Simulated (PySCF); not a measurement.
Gas-phase reaction: MoO₃ + 2 ClF ⇌ MoO₂Cl₂ + O + 2 F

Computed with PySCF (xtb for GFN2) and rigid-rotor harmonic-oscillator thermochemistry at 1 bar. S°(298 K) at PBE0/def2-TZVP differs from the NASA 1993 table for MoO₃ (+7 J/mol/K); whether the harmonic model or the table's entry is off was not settled. † marks an energy on the PBE0/def2-TZVP geometry and frequencies; other levels use their own. CCSD(T) freezes the core. Open shells (unrestricted): O (multiplicity 3, electronic degeneracy 9), F (multiplicity 2, electronic degeneracy 6); the rest are closed-shell singlets. GFN2 has no spin-polarisation term. Spin-orbit splitting is ignored; it lowers the true energy and changes the entropy of O, F. Mo: scalar-relativistic def2 core potential, no spin-orbit coupling. CCSD(T) isn't extrapolated to the basis-set limit; its ΔH°(298 K) is 107.1 kJ in def2-SVP and 189.1 kJ in def2-TZVPP. The harmonic model lacks anharmonicity and excited electronic states, which grow with temperature; levels with a mode under 35 cm⁻¹ are left out. Strong static correlation: MoO₃. Soft modes under 120 cm⁻¹ make the harmonic entropy rough for MoO₂Cl₂. Warning, large T1 diagnostic: MoO₂Cl₂, MoO₃ (CCSD(T)/def2-SVP†, CCSD(T)/def2-TZVPP†).

```csv
level,"ΔE electronic, kJ","ΔH°(298 K), kJ","ΔS°(298 K), J/K","ΔG°(1000 K), kJ"
BLYP/def2-TZVP†,325,322,102,210
CCSD(T)/def2-SVP†,110,107,102,-6
CCSD(T)/def2-TZVPP†,192,189,102,77
GFN2-xTB,556,556,102,444
HF/def2-TZVP†,-312,-315,102,-428
M06-2X/def2-TZVP†,215,212,102,99
PBE/def2-SVP,318,316,103,203
PBE0/def2-QZVP†,216,213,102,100
PBE0/def2-SVP†,171,169,102,56
LDA/def2-TZVP†,511,508,102,395
ωB97M-V/def2-TZVP†,229,226,102,114
```
ΔH° is lowest at HF/def2-TZVP† and highest at GFN2-xTB. No reference value is set beside these.
